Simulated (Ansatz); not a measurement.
C2H2BFO can be A, `C#CB(O)F`, or B, `FB1C=CO1`.

Calculated with Ansatz (gas phase, PBE0-D4/def2-TZVP geometries, no zero-point term in ΔE). CCSD(T)/CBS adds triple-zeta CCSD(T) − MP2 to the extrapolated MP2 energy (def2 sets, frozen cores). DFT in def2-TZVPP. B3LYP here is the variant with VWN-RPA as its local correlation; programs differ in this. One conformer a species, not always the lowest.

(1) Which isomer does CCSD(T)/CBS put lower? Give the gap. (An estimate is asked.)

(2) Give E(B) − E(A) in kcal/mol with MP2/def2-TZVPP, B3LYP, PBE0-D4, LDA (SPW92), r2SCAN-D4, BLYP-D4, PBE-D4. (Best estimate.)

(3) Does the order hold for the free energy at 298.15 K (harmonic terms from PBE0-D4)? (Best estimate.)

Largest T1 diagnostic: 0.015.

Results:

(1) The calculation gave: A, by 20.8 kcal/mol.

(2) Computed: MP2/def2-TZVPP 22.0, B3LYP 20.9, PBE0-D4 14.2, LDA (SPW92) 10.6, r2SCAN-D4 17.1, BLYP-D4 21.7, PBE-D4 14.7. None reverses the order clearly.

(3) Ansatz gave: Yes: G(B) − G(A) = +21.7 kcal/mol, for one conformer each.

From BLYP to BHLYP (50 % exact exchange), in def2-TZVPP and without D4, E(B) − E(A) moves by −1.7 kcal/mol. At CCSD(T), def2-SVP lies −1.9 kcal/mol from the extrapolated value and def2-TZVPP −0.4 kcal/mol.
